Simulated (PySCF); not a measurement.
H3GaO2Se, singlet, geometry from GFN2-xTB (such geometries of metal compounds can be far from the true shape). Base run: M062X/6-31G in PySCF.

The PySCF input:
```python
from pyscf import gto, scf, dft, solvent

mol = gto.Mole()
mol.atom = '''
    Ga    0.30993095   -0.41313505    0.55241937
    O     1.81001882   -1.30946559    0.50506913
    H     2.42054750   -1.38633011   -0.22436879
    O    -0.58094586   -0.47736234    2.05184660
    H    -0.23356797   -0.98614078    2.78379170
    Se   -0.58565416    0.83187557   -1.17015617
    H    -1.71518113    1.19051160   -0.35443944
'''
mol.basis = '6-31g'
mol.verbose = 4
mol.build()

mf = dft.RKS(mol)
mf.xc = 'm062x'
mf.kernel()
```

Variants of this job, named by their change:

```tsv
change	ΔE vs base (kJ/mol)	dipole (D)	HOMO-LUMO gap (eV)
base	0.00	1.32	8.25
model = SS(V)PE; solvent = 2-propanol	[?]	1.60	8.42
model = ddCOSMO; solvent = 2-propanol	-36.2	1.59	8.40
model = IEF-PCM; solvent = 2-propanol; vdw_scale = 1.1	-74.5	1.64	8.46
model = IEF-PCM; solvent = 2-propanol; vdw_scale = 1.4	-25.94	1.56	8.37
model = IEF-PCM; solvent = toluene	-25.66	1.44	8.34
model = IEF-PCM; solvent = 2-propanol	-51.3	1.61	8.43
model = IEF-PCM; solvent = 2-propanol; lebedev_order = 11	-49.6	1.60	8.41
model = COSMO; solvent = 2-propanol	-51.3	1.61	8.42
model = IEF-PCM; solvent = 2-propanol; vdw_scale = 1.0	[?]	[?]	[?]
model = IEF-PCM; solvent = tetrahydrofuran	[?]	1.56	8.40
model = IEF-PCM; solvent = 2-propanol; lebedev_order = 41	-51.4	1.61	8.43
```

Question: Complete the blanks.

Answer: 
- model = SS(V)PE; solvent = 2-propanol, ΔE vs base (kJ/mol): -51.0
- model = IEF-PCM; solvent = 2-propanol; vdw_scale = 1.0, ΔE vs base (kJ/mol): -110.6
- model = IEF-PCM; solvent = 2-propanol; vdw_scale = 1.0, dipole (D): 1.68
- model = IEF-PCM; solvent = 2-propanol; vdw_scale = 1.0, HOMO-LUMO gap (eV): 8.49
- model = IEF-PCM; solvent = tetrahydrofuran, ΔE vs base (kJ/mol): -44.6

The base is the gas phase, so ΔE is the electrostatic part of solvation at a fixed geometry, without cavity and dispersion terms.
